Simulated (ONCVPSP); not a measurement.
Transferability test, ONCV potential for O

oxygen (O), optimised norm-conserving Vanderbilt (ONCV), made with ONCVPSP 4.0.1 (PBEsol, non-relativistic). Core [He], reference 2s1.75 2p4.25. Waves: 2s: rc 0.80 bohr, ncon 4, nbas 7, qcut 10.2 1/bohr, 2 projectors, debl 2.2 Ha; 2p: rc 1.25 bohr, ncon 5, nbas 9, qcut 8.7 1/bohr, 1 projector; d scattering state at 0.23 Ha: rc 1.30 bohr, ncon 5, nbas 9, qcut 8.1 1/bohr, 2 projectors, debl 1.7 Ha. Local part: polynomial inside 0.55 bohr (lpopt 5, dvloc0 0 Ha). Core correction: none.

Energies are relative to the spin-unpolarised reference configuration 2s1.75 2p4.25; without spin polarisation the order of configurations can differ from experiment.

Question: Give the all-electron excitation energy and the error of the potential for: 2s2 2p4; 2s2 2p3; 2s2 2p2; 2s1 2p5.

Answer:

| valence configuration | charge | ΔE all-electron (eV) | error AE − PS (meV) |
| --- | --- | --- | --- |
| 2s2 2p4 | 0 | -3.696 | +0.6 |
| 2s2 2p3 | +1 | 12.671 | +14 |
| 2s2 2p2 | +2 | 46.156 | +95 |
| 2s1 2p5 | 0 | 11.104 | +5.1 |

Levels in the configuration 2s2 2p4:

```csv
level,all-electron (eV),pseudo (eV)
2s,-23.762,-23.763
2p,-8.981,-8.977
```
